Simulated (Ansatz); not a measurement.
Geometry optimisation, RKS PBE-D4/STO-3G in Ansatz 0.2.0.

Input:

```yaml
crystal:
  periodic: [false, false, false]
  atoms:
    - { symbol: Si, position_ang: [0.0, 0.0, 0.0] }
    - { symbol: O, position_ang: [0.0, 0.0, 1.68] }
    - { symbol: H, position_ang: [-0.9095, -0.2814, 2.0171] }
    - { symbol: "N", position_ang: [1.7163, 0.0, -0.6061] }
    - { symbol: H, position_ang: [2.2145, -0.918, -0.7868] }
    - { symbol: H, position_ang: [2.2175, 0.918, -0.7783] }
    - { symbol: "N", position_ang: [-0.8572, 1.4851, -0.6061] }
    - { symbol: H, position_ang: [-1.8773, 1.43, -0.8888] }
    - { symbol: H, position_ang: [-0.3367, 2.4058, -0.6766] }
    - { symbol: O, position_ang: [-0.7913, -1.3709, -0.5594] }
    - { symbol: H, position_ang: [-1.2459, -1.8365, 0.2129] }
basis:
  gaussian: { orbitals: STO-3G }
hamiltonian:
  xc: pbe
  dispersion: d4
relax:
  f_tol: 0.02
  max_steps: 40
```

Run as:

```bash
$ ansatz run input.yaml --threads 1 --pin off --max-ram 2048MiB --backend cpu --events-out ev --progress --plain --runs-dir out
```

Task: Where does it end, and by what steps?

Result: The run converged. Limits of this set-up: minimal basis. After 14 steps the energy has fallen by 0.968 eV; H3 moved furthest, 0.98 Å.

```tsv
step	energy less start (eV)	largest force component (eV/Å)	accepted
0	0.0000	2.288	yes
1	-0.4726	1.604	yes
2	-0.5744	1.858	yes
3	-0.6424	0.509	yes
4	-0.7783	0.450	yes
5	-0.8118	1.644	yes
6	-0.8776	0.340	yes
7	-0.9013	0.289	yes
8	-0.9327	0.352	yes
9	-0.9431	0.186	yes
10	-0.9537	0.210	yes
11	-0.9660	0.115	yes
12	-0.9673	0.115	yes
13	-0.9679	0.030	yes
14	-0.9680	0.012	yes
```

```xyz
11
Properties=species:S:1:pos:R:3
Si -0.036 -0.076 -0.059
O -0.226 -0.413 1.624
H -0.369 0.533 2.014
N 1.578 0.124 -0.793
H 2.148 -0.755 -0.622
H 2.114 0.862 -0.250
N -0.781 1.538 -0.290
H -1.833 1.433 -0.396
H -0.488 1.903 -1.243
O -0.654 -1.480 -0.840
H -1.324 -1.837 -0.137
```

Whether the end is a true minimum wasn't checked by a vibrational analysis.

The run took 56 s on 1 thread of Arm Neoverse N1, with other jobs on the host, peak memory 0.12 GiB.
